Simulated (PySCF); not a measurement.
C4H8BN, SMILES C#CCB(C)N.

Coordinates come from a PBE-D3(BJ)/def2-SVP optimisation. The structure was generated by enumeration, and PubChem lists no compound with its InChIKey, so it may never have been made. One conformer was computed; it need not be the lowest.

Two levels are set side by side: PBE/def2-TZVP (PySCF) and PBE0/def2-TZVP (PySCF). Same geometry, gas phase. Differences are taken from unrounded values.

| quantity | PBE0 |
|---|---|
| orbital gap (eV) | 7.72 |
| highest occupied level (eV) | -7.12 |
| lowest empty level (eV) | 0.60 |
| dipole moment (D) | 2.19 |
| mean polarisability (bohr³) | 68.1 |

Q: What does PBE give, and how far is it from PBE0? (An estimate is asked for; the answer gives what the named calculation found.)

A: 
| quantity | PBE | PBE minus PBE0 |
|---|---|---|
| orbital gap (eV) | 5.54 | -2.19 |
| highest occupied level (eV) | -5.92 | 1.21 |
| lowest empty level (eV) | -0.38 | -0.98 |
| dipole moment (D) | 2.26 | 0.08 |
| mean polarisability (bohr³) | 70.6 | 2.6 |

Without exact exchange PBE keeps part of each electron's self-repulsion, which lifts occupied levels and narrows the gap. Loosely held outer electrons make PBE densities more polarisable. Differences between two approximate levels are no errors against the true value.

Rough cost on one machine, each run with all the roots and properties that it gave: PBE0 against PBE within a factor of 2.
